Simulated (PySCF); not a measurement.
A structure optimised at PBE-D3(BJ)/def2-SVP, used in a PySCF frequency run:

```xyz
7

Be     0.0000     0.0000    -0.6120
I      0.0000     0.0000     1.5684
O      0.0000     0.0000    -2.0307
Si     0.0000     0.0000    -3.7013
H     -1.2266     0.7082    -4.2046
H      0.0000    -1.4163    -4.2046
H      1.2266     0.7082    -4.2046
```
Charge 0, spin multiplicity 1.

Question: Write its SMILES, formula and point group.

Answer: [SiH3][O][Be][I], BeH₃IOSi, C3v

Question: What are its rotational constants (standard atomic weights)?

Answer: 83.314, 0.62237, 0.62237 GHz
